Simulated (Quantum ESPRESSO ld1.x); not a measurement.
Species: the krypton ion Kr2+. Configuration: [Ar] 3d9 4s2 4p4 4d1 (not the ground configuration). All-electron calculation, Dirac Kohn-Sham, revPBE, spin-unpolarised, spherical densities, point nucleus; open shells are shared between the two j in proportion to 2j + 1. Program: ld1.x of Quantum ESPRESSO 7.5.

Spin-orbit splittings of the eigenvalues, e(l+1/2) - e(l-1/2), with zeta = 2 splitting/(2l+1) and mean radii in bohr:

shell  occ.  splitting (eV)  zeta (eV)  <r> j=l-1/2  <r> j=l+1/2
2p        6               ?          ?       0.1573       0.1613
3p        6           8.123      5.415       0.5269       0.5369
3d        9           1.374     0.5497       0.5364       0.5400
4p        4          0.9361     0.6240        1.618        1.646
4d        1         0.07619    0.03048        2.445        2.457

Estimate the 2p splitting.

Answer. 53.82 eV (zeta = 35.88 eV).
